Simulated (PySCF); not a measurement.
Cartesian coordinates (Å):
```xyz
9

N     -1.1071    -0.6507    -0.0758
C      0.1271    -0.0187     0.1016
N      0.0079     1.3651     0.1858
S      1.5260    -0.7426    -0.7100
H     -1.7845    -0.3761     0.6238
H     -1.0370    -1.6528    -0.1569
H     -0.5443     1.7870    -0.5571
H      0.8933     1.8338     0.2911
H      1.9186    -1.5450     0.2976
```
Charge 0, spin multiplicity 2.

**Question.** What is the computed highest occupied spin orbital, dipole moment and total energy (PBE-D3(BJ)/def2-TZVP // PBE0-D4/def2-TZVP (PySCF))?

**Answer.** 
* **highest occupied spin orbital**: -2.93 eV
* **dipole moment**: 1.23 D
* **total energy**: -548.4881 Ha
